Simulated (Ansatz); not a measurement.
Consider the redistribution: `OCBBr` + `B[SiH]1BO1` → `BBBr` + `OC[SiH]1BO1`.

Program: Ansatz. Geometries: PBE0-D4/def2-TZVP. ΔE: electronic, gas phase. CCSD(T)/CBS is the MP2 limit (def2-TZVPP, def2-QZVPP) plus CCSD(T) − MP2 in def2-TZVPP, frozen cores. DFT in def2-TZVPP. B3LYP here is the variant with VWN-RPA as its local correlation; programs differ in this. For Br outer-core shells are correlated without core-valence functions, which leaves a few kJ/mol of doubt a bond. Scalar relativity is left out up to krypton. Each species was taken in one conformer, which may not be the lowest.

`OCBBr`:

Cartesian coordinates in Å:
```
O -0.521 -1.484 -0.199
C -0.678 -0.095 -0.075
B 0.562 0.806 0.137
Br 2.308 0.036 0.228
H 0.417 -1.690 -0.131
H -1.369 0.134 0.756
H -1.199 0.306 -0.963
H 0.479 1.988 0.248
```

`B[SiH]1BO1`:

```xyz
8

B    -0.305   -1.618   -0.228
Si    0.565    0.032    0.347
B    -0.351    1.722    0.119
O     0.525    1.376   -0.811
H    -0.325   -2.576    0.487
H    -0.931   -1.640   -1.245
H     1.869    0.033    1.051
H    -1.047    2.672    0.280
```

`BBBr`:

Z-matrix (Å, degrees):
```
B
B 1 1.645
H 1 1.198 2 121.5
H 1 1.198 2 121.5 3 176.7
Br 2 1.919 1 112.6 3 -88.4
H 2 1.192 1 131.3 3 91.6
```

`OC[SiH]1BO1`:

Z-matrix (Å, degrees):
```
C
Si 1 1.884
O 1 1.420 2 111.5
H 1 1.094 2 109.9 3 117.9
H 1 1.099 2 110.2 3 -124.9
O 2 1.761 1 108.6 3 67.0
B 2 1.904 1 124.2 3 111.8
H 2 1.484 1 110.8 3 -53.8
H 3 0.961 1 108.5 2 -60.0
H 7 1.190 2 165.9 1 99.4
```

```csv
level,ΔE (kJ/mol)
PBE0-D4,32.0
B3LYP-D4,27.1
B3LYP,27.1
SCS-MP2/def2-TZVPP,20.6
HF/def2-QZVPP,14.3
MP2/def2-QZVPP,24.4
SCS-MP2/def2-QZVPP,20.3
MP2/CBS(def2),24.4
```

Problem. What does CCSD(T)/CBS give? (Best estimate.)

Solution. Computed: +26.7 kJ/mol. The listed levels differ from it by 5.3, 0.4, 0.4, -6.1, -12.4, -2.3, -6.4, -2.3 kJ/mol.

Largest T1 diagnostic among the species: 0.021, so the coupled-cluster value is less sure than usual.

From PBE to PBE0 (25 % exact exchange), in def2-TZVPP and without D4, ΔE moves by −4.7 kJ/mol. In def2-TZVPP, CCSD(T) changes the Hartree–Fock value by +12.4 kJ/mol (the triples alone add +3.1 kJ/mol) and MP2 by +10.1 kJ/mol.
